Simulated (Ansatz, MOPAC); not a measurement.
Isomers of CH4OSi: 1 is [Si](O)C, 2 is [SiH]OC; one conformer of each (the lowest of an xTB search), B3LYP-D3(BJ)/def2-TZVP minima.
Isomer 1 (charge 0, multiplicity 1):
```xyz
7

C     -0.846    -0.016     0.242
Si     0.589    -1.230    -0.122
O      1.894    -0.209     0.007
H     -1.823    -0.501     0.205
H     -0.847     0.805    -0.485
H     -0.726     0.430     1.238
H      1.759     0.722     0.220
```
Isomer 2 (charge 0, multiplicity 1):
```xyz
7

C     -0.796     0.085     0.219
O      0.196    -0.933     0.253
Si     1.832    -0.853     0.112
H     -1.347     0.074     1.160
H     -1.489    -0.123    -0.597
H     -0.339     1.067     0.072
H      1.943     0.682    -0.067
```

No zero-point or thermal terms.

The state that PM7 reach isn't checked; PM7 holds dispersion and hydrogen-bond terms.

Codes used: Ansatz (a first-principles code) with Gaussian orbitals; MOPAC for PM7 (differences of heats of formation). 

Question: What electronic energy of isomer 2 less that of isomer 1 does PM7 give?

Answer: 98 kJ/mol
